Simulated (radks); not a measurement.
Sc III, configuration [Ar] 4s1 (not the ground configuration). Method: Dirac Kohn-Sham, LDA (Slater exchange, Perdew-Wang correlation), spin-unpolarised, spherical densities, finite nucleus; Fermi nuclear charge, rms radius 3.5459 fm; computed with a radial shooting solver on a logarithmic mesh with Libxc functionals. Some entries of the table are withheld. Estimate them.

orbital  occ.  eigenvalue (hartree)  <1/r> (bohr^-1)  r(max) (bohr)
1s1/2       2                   (1)            20.72        0.04791
2s1/2       2             -18.22129            4.293         0.2844
2p1/2       2                   (2)              (3)         0.2309
2p3/2       4                   (4)              (5)         0.2330
3s1/2       2              -2.80058            1.328         0.9211
3p1/2       2                   (6)            1.212            (7)
3p3/2       4                   (8)            1.202            (9)
3d3/2       0              -0.84849           0.9098          1.016
3d5/2       0              -0.84688           0.9080          1.018
4s1/2       1              -0.67091           0.4539          2.630
4p1/2       0                  (10)           0.3922          3.025
4p3/2       0                  (11)           0.3903          3.039

Answer. 
(1) 1s1/2 eigenvalue (hartree): -161.9406
(2) 2p1/2 eigenvalue (hartree): -15.21092
(3) 2p1/2 <1/r> (bohr^-1): 4.230
(4) 2p3/2 eigenvalue (hartree): -15.04095
(5) 2p3/2 <1/r> (bohr^-1): 4.181
(6) 3p1/2 eigenvalue (hartree): -2.02475
(7) 3p1/2 r(max) (bohr): 0.9526
(8) 3p3/2 eigenvalue (hartree): -2.00475
(9) 3p3/2 r(max) (bohr): 0.9587
(10) 4p1/2 eigenvalue (hartree): -0.50711
(11) 4p3/2 eigenvalue (hartree): -0.50457
